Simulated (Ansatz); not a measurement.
Basis-set extrapolation for `C=[C]([AlH2])C(C)=N` (PBE0-D4/def2-TZVP geometry, frozen core, Ansatz 0.2.0). Multiplicity 1, RHF reference.

```
                      def2-TZVPP   def2-QZVPP
                 HF  -452.536339  -452.552972
    MP2 correlation    -0.934181    -0.995228
CCSD(T) correlation    -1.028226      not run
```

Energies in hartree. Use E(X) = E(∞) + A·exp(−7.88·√X) for Hartree–Fock and E(X) = E(∞) + B·X^(−2.97) for correlation, with X = 3 and 4, and add CCSD(T) minus MP2 of the smaller set to the MP2 limit.

Problem. What is the CCSD(T) energy at the basis-set limit?

Solution. HF limit: -452.552972 + (-0.016633) × 0.13774 = -452.55526. MP2 limit: -0.995228 + (-0.061047) × 0.74074 = -1.04045. Higher-order term: -1.028226 − (-0.934181) = -0.09405. Total: -453.68976 hartree, 328.7 kJ/mol below CCSD(T)/def2-TZVPP.
